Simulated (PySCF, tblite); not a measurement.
Isomers of C5H10FOSi (doublet state). Calculated harmonic vibrations of the isolated species, GFN2-xTB (tblite), most abundant isotopes, no scaling. Against measured fundamentals such values can be off by several per cent, at times by over 20. Modes of hydrogen on silicon can be 10 to 20 % off. One conformer each. Open shells enter through the occupations alone, without spin polarisation, and single modes of such species can be off by tens of per cent.

Electronic energies: B3LYP/pcH-1 single points on the GFN2-xTB geometries (PySCF, gas phase).

```
               SMILES  electronic energy, lowest = 0 (kJ/mol)
CO/C([SiH3])=C\C[CH]F                                   322.7
   CO/C([SiH2])=C\CCF                                   274.2
 CC[Si@@]1(F)C[CH]OC1                                     0.0
[CH2]C[Si@@]1(F)CCOC1                                    24.9
```

Problem. How do GFN2-xTB zero-point energies change the relative energies?

Solution. 
| SMILES | ZPE (kJ/mol) | of it from modes above 1550 cm⁻¹ | electronic (kJ/mol) | with ZPE, lowest = 0 (kJ/mol) | lowest mode (cm⁻¹) | rings |
| --- | --- | --- | --- | --- | --- | --- |
| CC[Si@@]1(F)C[CH]OC1 | 367.9 | 178.6 | 0.0 | 0.0 | 49 | 1 |
| [CH2]C[Si@@]1(F)CCOC1 | 366.6 | 179.8 | 24.9 | 23.5 | 59 | 1 |
| CO/C([SiH2])=C\CCF | 356.1 | 180.0 | 274.2 | 262.4 | 13 | 0 |
| CO/C([SiH3])=C\C[CH]F | 343.4 | 176.1 | 322.7 | 298.2 | 40 | 0 |

The zero-point energies span 24.5 kJ/mol, from `CO/C([SiH3])=C\C[CH]F` to `CC[Si@@]1(F)C[CH]OC1`. The order is unchanged.

Problem. And how do the electronic energies of GFN2-xTB itself compare?

Solution. `CC[Si@@]1(F)C[CH]OC1` 0.0; `[CH2]C[Si@@]1(F)CCOC1` 38.2; `CO/C([SiH2])=C\CCF` 152.7; `CO/C([SiH3])=C\C[CH]F` 208.8 kJ/mol, lowest = 0. Against the energies above, taken from the same isomer `CC[Si@@]1(F)C[CH]OC1`, the largest difference is 121.5 kJ/mol.

Problem. What do entropy and thermal enthalpy add at 298.15 K and 1 bar (rigid rotor, harmonic oscillator, one conformer each)?

Solution. 
```
               SMILES  point group  symmetry number  S (J/(mol K))  H − H(0) (kJ/mol)  ZPE + H − H(0) − TS (kJ/mol)
 CC[Si@@]1(F)C[CH]OC1           C1                1          425.9              29.70                         270.6
[CH2]C[Si@@]1(F)CCOC1           C1                1          417.3              29.15                         271.3
CO/C([SiH3])=C\C[CH]F           C1                1          444.6              31.93                         242.8
```

S holds R ln(2S + 1) for the spin.

Not tabulated: `CO/C([SiH2])=C\CCF` (lowest mode only 13 cm⁻¹).
